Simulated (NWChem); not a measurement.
System: SiHSClF2; SMILES F[Si](S)(Cl)F

Here is an NWChem input.

```
start job
memory heap 200 mb stack 900 mb global 1100 mb
geometry units angstroms noautoz
  F     -1.303831    -0.006255    -1.292119
  Si    -0.331864     0.000851     0.001058
  F     -1.277563    -0.132124     1.310478
  S      0.741191     1.827057    -0.048487
  Cl     0.873194    -1.656574    -0.027552
  H      1.564414     1.429208     0.963096
end
basis spherical
  * library def2-svp
end
dft
  xc xtpss03 ctpss03
  iterations 150
  mulliken
end
task dft energy
```

NWChem printed, in part:

```
             Northwest Computational Chemistry Package (NWChem) 7.3.0
             --------------------------------------------------------

 C1  symmetry detected

                             Geometry "geometry" -> ""
                             -------------------------

 Output coordinates in angstroms (scale by  1.889725989 to convert to a.u.)

  No.       Tag          Charge          X              Y              Z
 ---- ---------------- ---------- -------------- -------------- --------------
    1 F                    9.0000    -1.30022272     0.02605479    -1.30015072
    2 Si                  14.0000    -0.33804678    -0.01221662    -0.00021616
    3 F                    9.0000    -1.29582884    -0.15579941     1.29926343
    4 S                   16.0000     0.76827650     1.79470670    -0.00286515
    5 Cl                  17.0000     0.83695169    -1.69040844    -0.05581962
    6 H                    1.0000     1.57651613     1.36037064     1.00578790

 Effective nuclear repulsion energy (a.u.)     375.9336780325

                                 NWChem DFT Module
                                 -----------------

 Summary of "ao basis" -> "ao basis" (spherical)
 ------------------------------------------------------------------------------
       Tag                 Description            Shells   Functions and Types
 ---------------- ------------------------------  ------  ---------------------
 F                          def2-svp                 6       14   3s2p1d
 Si                         def2-svp                 8       18   4s3p1d
 S                          def2-svp                 8       18   4s3p1d
 Cl                         def2-svp                 8       18   4s3p1d
 H                          def2-svp                 3        5   2s1p

            General Information
            -------------------
          SCF calculation type: DFT
          Wavefunction type:  closed shell.
          No. of atoms     :     6
          No. of electrons :    66
           Alpha electrons :    33
            Beta electrons :    33
          Charge           :     0
          Spin multiplicity:     1
          Use of symmetry is: off; symmetry adaption is: off
          Maximum number of iterations: 150
          AO basis - number of functions:    87
                     number of shells:    39
          Convergence on energy requested:  1.00D-06
          Convergence on density requested:  1.00D-05
          Convergence on gradient requested:  5.00D-04

              XC Information
              --------------
                  TPSS metaGGA Exchange Functional  1.000
             TPSS03 metaGGA Correlation Functional  1.000

             Grid Information
             ----------------
          Grid used for XC integration:  medium
          Radial quadrature: Mura-Knowles
          Angular quadrature: Lebedev.
          Tag              B.-S. Rad. Rad. Pts. Rad. Cut. Ang. Pts.
          ---              ---------- --------- --------- ---------
          F                   0.50       49          10.0       434
          Si                  1.10       88           8.0       590
          S                   1.00       88           9.0       590
          Cl                  1.00       88          10.0       590
          H                   0.35       45           9.0       434
          Grid pruning is: on
          Number of quadrature shells:   407
          Spatial weights used:  Erf1

      Superposition of Atomic Density Guess
      -------------------------------------

 Sum of atomic energies:       -1344.49368373

      Non-variational initial energy
      ------------------------------

 Total energy =   -1345.454876
 1-e energy   =   -2613.413933
 2-e energy   =     892.025379
 HOMO         =      -0.328804
 LUMO         =       0.056371

     ---------------------------------------------
      Total Density - Mulliken Population Analysis
     ---------------------------------------------

    Atom       Charge   Shell Charges
 -----------   ------   -------------------------------------------------------
    1 F    9     9.57   1.99  1.14  0.78  3.51  2.14  0.00
    2 Si  14    12.30   2.00  1.99  0.77  0.07  5.93  0.74  0.47  0.33
    3 F    9     9.57   1.99  1.14  0.78  3.51  2.14  0.00
    4 S   16    16.41   2.00  1.99  1.20  0.64  5.94  1.79  2.82  0.03
    5 Cl  17    17.38   2.00  1.99  1.22  0.72  5.94  2.14  3.35  0.01
    6 H    1     0.78   0.56  0.19  0.03

   convergence    iter        energy       DeltaE   RMS-Dens  Diis-err
 ---------------- ----- ----------------- --------- --------- ---------
 d= 0,ls=0.0,diis     1  -1347.8032212046 -1.72D+03  2.26D-02  1.04D+00
 d= 0,ls=0.0,diis     2  -1347.5831513775  2.20D-01  1.32D-02  3.64D+00
 d= 0,ls=0.0,diis     3  -1347.9266267243 -3.43D-01  2.22D-03  3.69D-02
 d= 0,ls=0.0,diis     4  -1347.9282321676 -1.61D-03  1.29D-03  1.41D-02
 d= 0,ls=0.0,diis     5  -1347.9300325876 -1.80D-03  2.90D-04  5.74D-04
  Resetting Diis
 d= 0,ls=0.0,diis     6  -1347.9301213437 -8.88D-05  4.77D-05  2.11D-05
 d= 0,ls=0.0,diis     7  -1347.9301242290 -2.89D-06  2.75D-05  2.25D-06
 d= 0,ls=0.0,diis     8  -1347.9301237793  4.50D-07  1.67D-05  7.45D-06
 d= 0,ls=0.0,diis     9  -1347.9301244446 -6.65D-07  2.55D-06  6.14D-08

         Total DFT energy =    -1347.930124444636
      One electron energy =    -2614.230225548330
           Coulomb energy =      986.694316580678
    Exchange-Corr. energy =      -96.327893509477
 Nuclear repulsion energy =      375.933678032493

 Numeric. integr. density =       65.999997723420

                       DFT Final Molecular Orbital Analysis
                       ------------------------------------

 Vector   31  Occ=2.000000D+00  E=-3.169241D-01
              MO Center=  6.1D-01, -1.4D+00, -2.6D-02, r^2= 2.1D+00
   Bfn.  Coefficient  Atom+Function         Bfn.  Coefficient  Atom+Function
  ----- ------------  ---------------      ----- ------------  ---------------
    77      0.561222  5 Cl pz                74      0.423517  5 Cl pz
    71      0.246476  5 Cl pz                75     -0.154804  5 Cl px
    36      0.150693  3 F  px                76     -0.121034  5 Cl py
    72     -0.117543  5 Cl px                39     -0.102916  3 F  px
     4     -0.102183  1 F  px                73     -0.091243  5 Cl py

 Vector   32  Occ=2.000000D+00  E=-3.147774D-01
              MO Center=  7.3D-01, -7.4D-01, -6.2D-02, r^2= 3.7D+00
   Bfn.  Coefficient  Atom+Function         Bfn.  Coefficient  Atom+Function
  ----- ------------  ---------------      ----- ------------  ---------------
    75      0.374036  5 Cl px                76      0.331385  5 Cl py
    72      0.282229  5 Cl px                73      0.248217  5 Cl py
    77      0.218631  5 Cl pz                58      0.211378  4 S  py
    55      0.170770  4 S  py                69      0.164344  5 Cl px
    74      0.161806  5 Cl pz                70      0.144388  5 Cl py

 Vector   33  Occ=2.000000D+00  E=-2.640023D-01
              MO Center=  6.9D-01,  1.5D+00,  2.8D-02, r^2= 2.3D+00
   Bfn.  Coefficient  Atom+Function         Bfn.  Coefficient  Atom+Function
  ----- ------------  ---------------      ----- ------------  ---------------
    59     -0.403560  4 S  pz                57      0.381027  4 S  px
    56     -0.289943  4 S  pz                54      0.271611  4 S  px
    58     -0.256351  4 S  py                55     -0.184817  4 S  py
    53     -0.165073  4 S  pz                51      0.154848  4 S  px
    76     -0.139286  5 Cl py                52     -0.105134  4 S  py

 Vector   34  Occ=0.000000D+00  E=-3.493934D-02
              MO Center=  6.4D-01,  6.9D-01,  2.9D-01, r^2= 3.6D+00
   Bfn.  Coefficient  Atom+Function         Bfn.  Coefficient  Atom+Function
  ----- ------------  ---------------      ----- ------------  ---------------
    17      0.687332  2 Si s                 84     -0.636089  6 H  s
    57      0.504463  4 S  px                18      0.444109  2 Si s
    76     -0.358284  5 Cl py                59      0.342630  4 S  pz
    25      0.311478  2 Si px                16      0.300311  2 Si s
    83     -0.290549  6 H  s                 58      0.283017  4 S  py

 Vector   35  Occ=0.000000D+00  E=-1.901330D-02
              MO Center=  6.2D-01,  7.6D-01,  3.5D-01, r^2= 4.4D+00
   Bfn.  Coefficient  Atom+Function         Bfn.  Coefficient  Atom+Function
  ----- ------------  ---------------      ----- ------------  ---------------
    84      0.909756  6 H  s                 18      0.795372  2 Si s
    50     -0.731259  4 S  s                 58      0.465356  4 S  py
    59     -0.433638  4 S  pz                17      0.350470  2 Si s
    49     -0.311781  4 S  s                  3     -0.269092  1 F  s
    76     -0.238388  5 Cl py                83      0.236988  6 H  s

 Vector   36  Occ=0.000000D+00  E= 1.709458D-02
              MO Center=  1.5D-01,  8.5D-02,  4.1D-02, r^2= 3.5D+00
   Bfn.  Coefficient  Atom+Function         Bfn.  Coefficient  Atom+Function
  ----- ------------  ---------------      ----- ------------  ---------------
    27      0.861874  2 Si pz                59     -0.405441  4 S  pz
     3      0.353593  1 F  s                 84      0.345205  6 H  s
    24      0.342518  2 Si pz                17     -0.266880  2 Si s
    77     -0.264365  5 Cl pz                50     -0.228135  4 S  s
    31     -0.216675  2 Si d  1              35     -0.201741  3 F  s

     ---------------------------------------------
      Total Density - Mulliken Population Analysis
     ---------------------------------------------

    Atom       Charge   Shell Charges
 -----------   ------   -------------------------------------------------------
    1 F    9     9.29   1.99  1.14  0.79  3.34  2.03  0.01
    2 Si  14    13.09   2.00  1.98  0.97 -0.05  5.92  1.13  0.57  0.56
    3 F    9     9.29   1.99  1.14  0.79  3.34  2.03  0.00
    4 S   16    16.22   2.00  1.98  1.25  0.63  5.92  1.83  2.56  0.05
    5 Cl  17    17.22   2.00  1.98  1.26  0.70  5.93  2.16  3.17  0.02
    6 H    1     0.89   0.71  0.15  0.03

     -------------------------------------------
      Total Density - Lowdin Population Analysis
     -------------------------------------------

    Atom       Charge   Shell Charges
 -----------   ------   -------------------------------------------------------
    1 F    9     9.17   1.98  1.03  0.76  3.20  2.19  0.01
    2 Si  14    13.68   2.00  1.92  0.65  0.29  5.81  1.17  0.96  0.87
    3 F    9     9.17   1.98  1.03  0.76  3.20  2.20  0.01
    4 S   16    15.97   2.00  1.95  0.99  0.68  5.81  1.90  2.58  0.06
    5 Cl  17    17.02   2.00  1.96  1.05  0.79  5.82  2.26  3.12  0.02
    6 H    1     0.99   0.61  0.30  0.08

     Multipole analysis of the density
     ---------------------------------

     L   x y z        total         alpha         beta         nuclear
     -   - - -        -----         -----         ----         -------
     0   0 0 0     -0.000000    -33.000000    -33.000000     66.000000

     1   1 0 0      0.559209      0.279605      0.279605     -0.000000
     1   0 1 0      0.158802      0.079401      0.079401      0.000000
     1   0 0 1      0.292899      0.146449      0.146449     -0.000000

     2   2 0 0    -35.463455   -117.302471   -117.302471    199.141487
     2   1 1 0      0.696272     -2.730901     -2.730901      6.158074
     2   1 0 1      1.667706     -0.628489     -0.628489      2.924683
     2   0 2 0    -36.187814   -200.557428   -200.557428    364.927043
     2   0 1 1      0.766490     -0.979823     -0.979823      2.726137
     2   0 0 2    -36.372756    -74.378872    -74.378872    112.384988
```

Level: TPSS/def2-SVP. Geometry: optimised at PBE-D3(BJ)/def2-SVP.
